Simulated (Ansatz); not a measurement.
Saddle point of InH$_{2}$BrCl$_{2}$, singlet (InBrCl₂ ([Cl][In]([Cl])[Br]) + H₂ → InHCl₂ ([Cl][InH][Cl]) + HBr (still joined by a long In–Br bond); bonds formed: In1–H6, Br2–H5; bonds broken: H5–H6; bonds weakened to dative contacts: In1–Br2), PBE0-D4/def2-TZVP structure:

In1  (-0.327, -0.009, -0.557)
Br2  (0.622, -0.937, 1.884)
Cl3  (0.636, -1.204, -2.268)
Cl4  (-2.583, 0.402, -0.405)
H5  (0.885, 0.500, 1.098)
H6  (0.766, 1.248, 0.248)
(Å)

Energies are electronic, without zero-point energy. Barriers and step energies count from the start structure reached by relaxing down the imaginary mode; all methods use the PBE0-D4 structures, on which another method's saddle can fall below an end. Program: Ansatz 0.2.0. Basis: def2-TZVPP, with def2-QZVPP for the basis limit. Cores are frozen in the correlated methods. Filled d shells of the heavier atoms are correlated. Core potentials replace the inner electrons of the atoms past krypton. The def2 sets are not built for correlating such inner shells, so the correlated values are less sure here. B3LYP uses VWN-RPA correlation. Extrapolation: Hartree–Fock as exp(−7.88 √X), correlation as X^−2.97.

```csv
method,barrier (kcal/mol),step energy (kcal/mol)
SPW92,22.05,14.31
PBE-D4,29.23,18.32
BLYP-D4,32.76,19.05
r2SCAN-D4,31.58,19.34
B97M-V,?,16.67
PBE0-D4,32.33,18.67
B3LYP-D4,?,19.07
r2SCAN0-D4,33.95,19.42
BHLYP-D4,?,19.63
CAM-B3LYP-D4,35.59,17.78
wB97X-V,36.88,18.44
wB97M-V,36.39,18.24
B2PLYP,36.16,19.73
PBE-QIDH,35.35,19.58
RPA on PBE,35.60,17.37
HF,47.36,21.50
MP2,36.83,20.19
CCSD,37.98,18.19
CCSD(T),36.33,18.53
```

Fill in the withheld barriers. (To be estimated.)

Computed: BHLYP-D4 38.59; B97M-V 31.64; B3LYP-D4 34.81 kcal/mol. Each is the energy of the saddle less that of the start structure, by the same method.

For comparison, the barrier by CCSD(T) at an estimated basis limit (MP2 extrapolated from triple and quadruple zeta, plus CCSD(T) − MP2 in triple zeta) is 36.44 kcal/mol.

No T1 diagnostic of these runs exceeds 0.012. The end structure is not quite a true minimum (one mode of 83i cm⁻¹).

Labels in which every atom is bracketed show which atoms are joined, not bond orders.

For scale, one of the runs: CCSD(T)/def2-TZVPP, 210 basis functions, launched by `ansatz run in.yaml --threads 8 --pin off --events-out ev --progress --plain --max-ram 19148MiB`. Hardware: 8 CPU threads of an AMD EPYC 7R43, shared host. Wall time 29 s; peak host memory 2.1 GiB.
